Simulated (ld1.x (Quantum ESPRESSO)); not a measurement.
## Reading a pseudo-wave (hydrogen)

Columns: radius, all-electron u(r) and pseudo u(r) of the 1s shell (level -6.49 eV) of hydrogen in the configuration 1s1; PBE, scalar-relativistic, PAW scheme, ld1.x (Quantum ESPRESSO) 7.5.

```
r (bohr)  all-electron  pseudo
   0.065        0.1169  0.0830
   0.130        0.2188  0.1645
   0.195        0.3071  0.2431
   0.260        0.3832  0.3176
   0.325        0.4483  0.3867
   0.390        0.5036  0.4495
   0.455        0.5501  0.5055
   0.520        0.5887  0.5541
   0.585        0.6205  0.5952
   0.650        0.6460  0.6289
   0.715        0.6660  0.6555
   0.780        0.6811  0.6755
   0.845        0.6920  0.6896
   0.910        0.6991  0.6985
   0.975        0.7028  0.7031
   1.040        0.7036  0.7041
   1.105        0.7019  0.7022
   1.170        0.6979  0.6980
   1.235        0.6920  0.6920
   1.300        0.6844  0.6844
   1.365        0.6753  0.6753
   1.430        0.6650  0.6650
   1.495        0.6537  0.6537
   1.560        0.6415  0.6415
   1.625        0.6286  0.6286
   1.690        0.6151  0.6151
```

Task: How many radial nodes do the two functions have?

Result: The all-electron 1s function has n − l − 1 = 0; the pseudo-wave has 0.

Task: Is the pseudo-wave norm-conserving?

Result: No, it belongs to a PAW set: the norm inside the radius is not constrained, and the difference is carried by the augmentation charge.
